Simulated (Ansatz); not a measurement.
Molecule: ZrH₂, net charge 0, triplet state. The spin state was set by rule; other spins were not relaxed. SMILES: [ZrH2]
Geometry: optimised at B3LYP-D3(BJ)/def2-TZVP (Ansatz, an electronic-structure program).

Parts of the frozen-core correlation energy in def2-SVP (Ansatz, hartree). Frozen orbitals: 4; correlated occupied orbitals by spin: 4 and 2; virtual: 33 and 35. Open shells are spin-unrestricted. Spin-orbit coupling is left out. Past Kr the def2 sets carry scalar-relativistic core potentials.

| term | value |
|---|---|
| reference (HF) | -47.59040 |
| MP2 opposite-spin | -0.05228 |
| MP2 same-spin | [?] |
| CCSD correlation | [?] |
| (T) | [?] |
| CCSDT minus CCSD(T) | -0.00060 |
| CCSDT(Q) minus CCSD(T) | -0.00063 |
| T1 diagnostic | 0.023 |
| largest doubles amplitude | 0.029 |
| <S^2> of the reference | 2.012 |

Problem. What belongs in the gaps?

Solution. 
- MP2 same-spin, value: -0.01091
- CCSD correlation, value: -0.08235
- (T), value: -0.00161
